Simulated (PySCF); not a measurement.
C2H8Cl2PSi2 (doublet state).
Z-matrix (Å and degrees, GFN2-xTB geometry), rows numbered from 1:
```
Si
P   1  2.2331
Si  2  2.2281  1  100.96
Cl  3  2.0337  2  109.32  1   -73.62
C   3  1.9111  2  107.76  1   169.16
C   5  1.5120  3  111.79  2    56.93
Cl  6  1.7901  5  111.01  3  -178.54
H   1  1.4646  2  110.42  3   -56.57
H   1  1.4607  2  105.69  3  -176.17
H   1  1.4629  2  110.43  3    64.16
H   3  1.4657  2  116.52  1    46.80
H   5  1.0901  3  109.47  2   -64.24
H   5  1.0903  3  109.86  2   178.62
H   6  1.0909  5  111.42  3   -60.09
H   6  1.0898  5  111.64  3    63.02
```

The hyperfine couplings belong to this conformer and change with its torsions.

As a line formula: `[SiH3][P][Si@@H](CCCl)Cl` [radical].

Method: PySCF 2.14.0, UKS B3LYP, pcH-1 on C Cl H P Si, non-relativistic, mean-field spin-orbit, GIAO. One conformer (not necessarily the lowest) at the GFN2-xTB geometry, without solvent, vibrations or thermal averaging. The geometry wasn't refined by DFT: couplings that depend on bond lengths, twists or pyramidal angles can differ widely from those at the functional's own minimum, by a factor of two or more for some ions and for spin on atoms past the first row. No stability test was run, so a lower SCF solution isn't excluded.

Principal values of hyperfine tensors in MHz (contact, dipolar and spin–orbit terms together), for some of the nuclei:

```
atom  isotope       A1       A2      A3
  P2      31P  -207.92  -188.69  680.90
  H8       1H    43.64    44.81   49.66
 Si1     29Si    25.02    26.78   28.76
 Si3     29Si    18.40    19.89   22.98
 H11       1H    11.03    12.02   17.08
 Cl4     35Cl     3.65     3.89   20.11
 H12       1H     0.86     1.29    5.70
  H9       1H    -4.17    -3.66    2.26
```

Split each tensor into its isotropic and traceless parts, and turn a_iso into mT with g = 2.0129.

a_iso = (A1 + A2 + A3)/3, Ti = Ai − a_iso; 1 mT corresponds to 28.173 MHz. The tensors hold a spin–orbit part: the run splits a_iso into a_FC + a_SO, and T includes its anisotropic share.

```json
{"atom": "P2", "a_iso (MHz)": "94.76", "a_FC": "93.06", "a_SO": "1.71", "a_iso (mT)": "3.364", "T1": "-302.68", "T2": "-283.45", "T3": "586.13"}
{"atom": "H8", "a_iso (MHz)": "46.04", "a_FC": "46.03", "a_SO": "0.01", "a_iso (mT)": "1.634", "T1": "-2.40", "T2": "-1.23", "T3": "3.63"}
{"atom": "Si1", "a_iso (MHz)": "26.85", "a_FC": "26.93", "a_SO": "-0.08", "a_iso (mT)": "0.953", "T1": "-1.83", "T2": "-0.07", "T3": "1.90"}
{"atom": "Si3", "a_iso (MHz)": "20.42", "a_FC": "20.33", "a_SO": "0.10", "a_iso (mT)": "0.725", "T1": "-2.02", "T2": "-0.54", "T3": "2.56"}
{"atom": "H11", "a_iso (MHz)": "13.38", "a_FC": "13.38", "a_SO": "0.00", "a_iso (mT)": "0.475", "T1": "-2.34", "T2": "-1.36", "T3": "3.70"}
{"atom": "Cl4", "a_iso (MHz)": "9.22", "a_FC": "9.03", "a_SO": "0.19", "a_iso (mT)": "0.327", "T1": "-5.56", "T2": "-5.33", "T3": "10.89"}
{"atom": "H12", "a_iso (MHz)": "2.62", "a_FC": "2.61", "a_SO": "0.01", "a_iso (mT)": "0.093", "T1": "-1.76", "T2": "-1.33", "T3": "3.08"}
{"atom": "H9", "a_iso (MHz)": "-1.86", "a_FC": "-1.88", "a_SO": "0.02", "a_iso (mT)": "-0.066", "T1": "-2.31", "T2": "-1.80", "T3": "4.12"}
```

What spin density at the nucleus of Si1 lies behind its contact coupling (g_N = -1.11058)?

a_FC = 800.24 MHz bohr³ × g_N × ρ(0)/(2S). With a_FC = 26.93 MHz and 2S = 1, ρ(0) = -0.03031 bohr⁻³. The nuclear moment is negative, so coupling and spin density have opposite signs.

H10 (1H, g_N = 5.58569) isn't in the table. Its spin density at the nucleus is 0.01283 bohr⁻³. What is its contact coupling?

By the same relation, a_FC = 57.4 MHz. Its full tensor has the principal values 54.89, 56.33, 60.89 MHz.

Which nucleus of the table has the largest anisotropic coupling, and what is its form?

P2: -302.7, -283.5, 586.1 MHz (the dipolar term alone has -298.8, -289.3, 588.0), nearly axial, close to the ratio −1:−1:+2, the form that spin in one p orbital centred on that nucleus gives.

In a single crystal, with the field along each principal axis of the tensor of Si1 in turn, what first-order splitting does this nucleus give (isotropic g, quadrupole terms neglected)?

2 lines (I = 1/2), spaced by |A_i|/(g × 13.996): 0.89, 0.95, 1.02 mT along the axes of A1, A2 and A3.

Time: 2.3 min (with the writing of density and orbital grids); peak memory 1.2 GiB. Hardware: Arm Neoverse V1, one thread, no GPU, on a shared host.
